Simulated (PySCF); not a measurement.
Compound: C₆H₄N (doublet state).
Geometry (GFN2-xTB, Å), atoms numbered from 1 in this order:
```xyz
11
C6H4N angstrom
N      4.2706    0.5803    0.4777
C      3.1615    0.2858    0.3952
C      1.8506   -0.0560    0.2956
C      0.6890   -0.3826    0.1793
C     -0.6873   -0.7016    0.0835
C     -1.6643    0.2500    0.6484
C     -1.6172    0.1458   -0.7999
H     -0.9013   -1.7652    0.1197
H     -1.4966    1.0954    1.2824
H     -2.3801   -0.4172   -1.3207
H     -1.2195    0.9680   -1.3872
```

As a line formula: `N#CC#C[C@H]1[CH]C1` [radical].

Level of theory: UKS B3LYP, pcH-1 on C H N, non-relativistic, mean-field spin-orbit, GIAO in PySCF. Geometry: GFN2-xTB; no solvent, vibrations or thermal averaging. A GFN2-xTB geometry isn't a minimum of the functional, and hyperfine couplings can be far from their values at a DFT geometry. The SCF solution wasn't tested for stability.

Give the principal g shifts and their parts.

```json
{"Δg (ppm)": "relativistic mass correction", "1": "-147", "2": "-147", "3": "-147"}
{"Δg (ppm)": "gauge correction", "1": "17", "2": "1", "3": "3"}
{"Δg (ppm)": "orbital Zeeman/spin–orbit", "1": "-2", "2": "543", "3": "861"}
{"Δg (ppm)": "total", "1": "-132", "2": "397", "3": "717"}
```

So g = 2.00219, 2.00272, 2.00304 and g_iso = 2.00265; the tensor is rhombic: the two nearest values differ by 38 % of g3 − g1. 

At 9.362 GHz, how far is the centre of the isotropic spectrum from where a free electron (g = 2.002319) resonates?

B = hν/(g μB) with μB/h = 13.99624 MHz/mT gives 334.06 mT for the free electron and 334.00 mT at g_iso, 0.05 mT lower.

What are the electron Larmor frequencies g μB B/h along the three axes at 350 mT?

9.8081, 9.8107, 9.8122 GHz for g1, g2 and g3, a range of 4.2 MHz.

Average each term over the three axes. Which is largest in size?

The orbital-Zeeman/spin–orbit term 467, the mass correction -147 and the gauge correction 7 ppm, for a total of 327 ppm. The orbital-Zeeman/spin–orbit term is the largest in size. The mass correction is the same along every axis, so the anisotropy comes from the other two: their spans along these axes are 16 (gauge) and 863 ppm (orbital Zeeman/spin–orbit).

In a frozen sample, at which fields do the three g values resonate at 9.5, 34, 94 and 263 GHz (hyperfine left aside), and which band first spreads them over more than twice a line width of 0.5 mT?

```csv
band,GHz,B(g3) mT,B(g2) mT,B(g1) mT,spread mT
X,9.5,338.86,338.92,339.01,0.14
Q,34.0,1212.77,1212.96,1213.28,0.51
W,94.0,3352.95,3353.49,3354.38,1.42
J,263.0,9381.14,9382.63,9385.11,3.98
```

The spread grows in proportion to the frequency. W band is the first where it exceeds 1.0 mT.

The largest Mulliken spin population is on C6 (+0.96). The angles at C6 add up to 322.5°, so it is pyramidal.

The HOMO–LUMO gaps are 5.39 eV among the α and 4.76 eV among the β orbitals.
